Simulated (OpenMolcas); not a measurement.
Pt2+ (d8) among equal point charges was computed by CASSCF with the d shell active (OpenMolcas, ANO-RCC-VDZP on the metal). Its lowest spin-free states, and all those of the highest spin:

```
2S+1  Degeneracy  E (cm-1)
   3           1       0.0
   3           3     10128
   1           2     13732
   3           3     16430
   1           1     22818
   1           3     22954
   3           3     26740
   1           3     27052
   1           2     34756
   1           3     35067
   1           1     56906
```

Task: Is the site octahedral, tetrahedral or cube-like, axial, or of lower symmetry?

Result: The states with 2S+1 = 3 have orbital degeneracies 1, 3, 3, 3. Threefold states need a cubic site. For d8 at this spin an octahedron puts the single A2 below the threefold T2 and a tetrahedron or cube puts the threefold T1 below the threefold T2, so the site is octahedral. The first gap at this spin, 10100 cm-1, is |10Dq| in ligand-field theory. The run had Pt2+ among 6 point charges of -1.7 e arranged as an octahedron (Oh), 2.07 Å from the ion.

Without dynamic correlation the repulsion within the d shell is too large (B by tens of per cent), so at a given field states of lower spin stand too high. Real 4d8 and 5d8 ions are as a rule square planar and diamagnetic. Point charges carry no covalency, so the field is a model and not that of real ligands. No measured value stands beside these numbers.
